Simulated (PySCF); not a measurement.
**Stationary points of TcSe₂**

These are results of PBE0 in PySCF with Tc def2-SVP with ECP28, Se def2-SVP; scalar-relativistic core potentials, no spin–orbit coupling; density-fitted integrals, not measurements.

Relaxations began from a few typed shapes; open shells are unrestricted. The search is not exhaustive: other isomers or separated fragments can lie lower, and high-lying points may rest on an excited occupation.

Order these stationary points by electronic energy, lowest first, in kJ/mol from the lowest minimum.
A. quartet (⟨S²⟩ 4.05) D∞h: Tc–Se 2.275 Å (×2); Se–Tc–Se 180.0°
B. broken-symmetry Ms = 3/2 (⟨S²⟩ 4.46) C2v: Se–Se 2.365 Å, Tc–Se 2.438 Å (×2); Se–Se–Tc 61.0° (×2), Se–Tc–Se 58.0°
C. quartet C2v: Se–Se 2.353 Å, Tc–Se 2.409 Å (×2); Se–Se–Tc 60.8° (×2), Se–Tc–Se 58.5°
D. quartet C2v: Tc–Se 2.224 Å (×2); Se–Tc–Se 124.3°

D (0.0), A (25.3), C (108.5), B (154.0).

Which of them are minima?

By energy in kJ/mol, 0.0: minimum; 25.3: saddle point, 2 imaginary modes; 108.5: minimum; 154.0: minimum.

Formally Tc is in oxidation state +4, d3, with 3 unpaired electrons (the high-spin count). The Mulliken spin on Tc is 3.28. The polar-tensor charge on Tc, 0.73, is far below the formal one.

For the lowest minimum: with open d or f shells other occupations or spin states may lie lower.
